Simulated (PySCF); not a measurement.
Compound: CH₇BGaN.
Numbering: `[BH2:1][N:2]([CH3:3])[GaH2:4]` (hydrogens: H5, H6 on B1; H7, H8, H9 on C3; H10, H11 on Ga4)

Computed geometry: PBE0-D3(BJ)/def2-SVP, gas phase.

List the bond lengths and angles at this level.

| bond | length (Å) |
| --- | --- |
| B1–N2 | 1.405 |
| N2–C3 | 1.458 |
| N2–Ga4 | 1.865 |
| B1–H5, B1–H6 | 1.213 |
| C3–H7, C3–H8, C3–H9 | 1.102 |
| Ga4–H10 | 1.558 |
| Ga4–H11 | 1.568 |

Bonds in one row agree within 0.01 Å and their mean is given. A selection of angles:
| angle | degrees |
| --- | --- |
| N2–B1–H5 | 120.1 |
| H5–B1–H6 | 120.6 |
| B1–N2–C3 | 120.7 |
| B1–N2–Ga4 | 118.6 |
| C3–N2–Ga4 | 120.7 |
| N2–C3–H7 | 111.4 |
| H7–C3–H8 | 107.5 |
| N2–Ga4–H10 | 117.7 |
| N2–Ga4–H11 | 114.7 |
| H10–Ga4–H11 | 127.6 |

Ga4 (gallium bonded to N and 2 H) is planar (angles 127.6°, 117.7° and 114.7°, sum 360.0°, 0.00 Å off the plane of its three neighbours). B1 (three-coordinate boron) is planar (angles 120.6°, 120.1° and 119.3°, sum 360.0°, 0.00 Å off the plane of its three neighbours). N2 (boron-bound nitrogen) is planar (angles 120.7°, 120.7° and 118.6°, sum 360.0°, 0.00 Å off the plane of its three neighbours). The 4 heavy atoms lie in one plane (0.002 Å rms).

Point group: near Cs, missed by 0.15 Å at most; the miss may be what the optimiser left on a soft mode. No PBE0-D3(BJ)/def2-SVP frequencies stand behind this structure, so it isn't proved a minimum.
